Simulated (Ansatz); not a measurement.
Ansatz (a program for electronic structure) input (HF/3-21G): The .json file is the Basis Set Exchange's 3-21G.

Ansatz 0.2 input:
```yaml
crystal:
  periodic: [false, false, false]
  atoms:
    - {symbol: Ge, position_ang: [0.60606100, 1.07152152, 0.18198302]}
    - {symbol: C, position_ang: [-0.36488590, -0.70532703, -0.10226263]}
    - {symbol: C, position_ang: [-0.61670109, -1.38340119, 1.26178670]}
    - {symbol: C, position_ang: [0.51873626, -1.65096200, -0.94417263]}
    - {symbol: C, position_ang: [-1.72242036, -0.56849144, -0.81760092]}
    - {symbol: H, position_ang: [0.41571805, 1.60866109, -1.35002456]}
    - {symbol: H, position_ang: [-0.68550327, 1.86815904, 0.78945892]}
    - {symbol: H, position_ang: [-1.10116309, -2.35548248, 1.13517965]}
    - {symbol: H, position_ang: [0.31600318, -1.53575210, 1.79728377]}
    - {symbol: H, position_ang: [-1.25868962, -0.76590097, 1.88449999]}
    - {symbol: H, position_ang: [1.48115975, -1.81031611, -0.46641490]}
    - {symbol: H, position_ang: [0.70377854, -1.22834794, -1.92823784]}
    - {symbol: H, position_ang: [0.03817464, -2.62396239, -1.07835745]}
    - {symbol: H, position_ang: [-1.59546949, -0.12010774, -1.79765702]}
    - {symbol: H, position_ang: [-2.39270679, 0.06775772, -0.24876217]}
    - {symbol: H, position_ang: [-2.20362746, -1.54430690, -0.94692812]}
basis:
  gaussian:
    orbitals: 3-21G.json
hamiltonian:
  xc: {name: HF}
total_charge: -1
phonons: {temperatures: {t_min: 298.15, t_max: 298.15, t_step: 100}}
```

Question: Which harmonic wavenumbers does it give?

Answer: 162, 230, 250, 272, 289, 309, 318, 411, 414, 571, 720, 742, 876, 910, 1005, 1005, 1064, 1139, 1146, 1313, 1316, 1336, 1544, 1545, 1569, 1653, 1657, 1658, 1669, 1673, 1683, 1721, 1750, 3080, 3104, 3115, 3191, 3195, 3208, 3220, 3225, 3240 cm⁻¹ (unscaled; negative means imaginary).
